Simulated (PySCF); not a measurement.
Species: C₆H₁₁NOSi.
Cartesian coordinates in Å at the GFN2-xTB level; atoms count from 1:
```xyz
20
C6H11NOSi angstrom
C      2.3765    0.4362    0.0798
C      1.1765   -0.5097    0.0259
O      1.3771   -1.6439    0.8507
C     -0.0823    0.1823    0.5266
Si    -0.8359    1.6585   -0.4339
C     -2.3369    0.5146   -0.1253
C     -1.4040   -0.6231    0.3678
C     -1.3137   -1.6551   -0.6245
N     -1.2732   -2.4573   -1.4402
H      3.2761   -0.0717   -0.2634
H      2.5381    0.7730    1.1014
H      2.1992    1.3002   -0.5551
H      1.0263   -0.8354   -1.0166
H      2.1211   -2.1543    0.5155
H      0.0730    0.3981    1.5865
H     -0.8094    2.9488    0.2508
H     -0.4252    1.7692   -1.8320
H     -2.9469    0.2291   -0.9802
H     -3.0120    0.8424    0.6627
H     -1.7298   -1.0916    1.3004
```

Computed at PBE0/pcSseg-1 (PySCF, non-relativistic), with Q(17O) = −0.0256 b, Q(14N) = 0.02044 b: O3, 17O (I = 5/2): χzz = 11.77 MHz, η = 0.909; N9, 14N (I = 1): χzz = -4.544 MHz, η = 0.059.

**Question.** Where would the pure quadrupole (NQR) lines of 17O at O3 fall for the rigid, isolated species?

**Answer.** From the eigenvalues of H = χ/[4I(2I − 1)] × [3Iz² − I(I + 1) + η(Ix² − Iy²)], steps between neighbouring levels, labelled as for η = 0: ±1/2↔±3/2 2.930 MHz, ±3/2↔±5/2 3.160 MHz (alcohol oxygen).

**Question.** Where would the pure quadrupole (NQR) lines of 14N at N9 fall for the rigid, isolated species?

**Answer.** From ν± = (3/4)|χ|(1 ± η/3) and ν0 = |χ|η/2: ν+ 3.475 MHz, ν− 3.341 MHz, ν0 0.134 MHz (nitrile nitrogen).

In a crystal, neighbours and librations shift these lines. GFN2-xTB bond lengths can be off by several hundredths of an ångström, more for odd bonds, and the gradients follow them. The basis is small and wasn't made for field gradients, so the couplings can be 20 % off.

One conformer stands for the species.
